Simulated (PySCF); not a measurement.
1,1-difluoroethane (C2H4F2), SMILES CC(F)F.

Coordinates come from a PBE0-D3(BJ)/def2-SVP optimisation.

Computed with TDDFT-PBE/def2-SVPD run with PySCF 2.14.0.

Vertical excitations.  State labels are in the subgroup Cs.

Computed lowest excited states:
| state | symmetry | energy (eV) | λ (nm) | f | main pairs |
|---|---|---|---|---|---|
| S1 | A' | 8.16 | 152 | 0.015 | HOMO→LUMO 99 % |
| S2 | A' | 8.91 | 139 | 0.079 | HOMO→LUMO+1 99 % |
| S3 | A" | 9.33 | 133 | 0.001 | HOMO−1→LUMO 100 % |
| S4 | A" | 9.60 | 129 | 0.002 | HOMO→LUMO+2 97 % |
| S5 | A' | 9.73 | 127 | 0.061 | HOMO→LUMO+3 98 % |
| S6 | A' | 9.76 | 127 | 0.040 | HOMO−2→LUMO 99 % |
| S7 | A" | 9.88 | 125 | 0.000 | HOMO→LUMO+4 69 %, HOMO−3→LUMO 28 % |
| S8 | A" | 9.92 | 125 | 0.053 | HOMO−3→LUMO 69 %, HOMO→LUMO+4 28 % |
| S9 | A" | 10.11 | 123 | 0.016 | HOMO−1→LUMO+1 97 % |
| S10 | A' | 10.16 | 122 | 0.006 | HOMO→LUMO+5 97 % |
| T1 | A' | 7.93 | 156 | 0 | HOMO→LUMO 98 % |
| T2 | A' | 8.65 | 143 | 0 | HOMO→LUMO+1 97 % |
| T3 | A" | 9.21 | 135 | 0 | HOMO−1→LUMO 61 %, HOMO→LUMO+2 36 % |
| T4 | A" | 9.25 | 134 | 0 | HOMO→LUMO+2 62 %, HOMO−1→LUMO 37 % |
Triplets are in the Tamm–Dancoff approximation, which puts them higher than full response would, so one can lie above its singlet here.
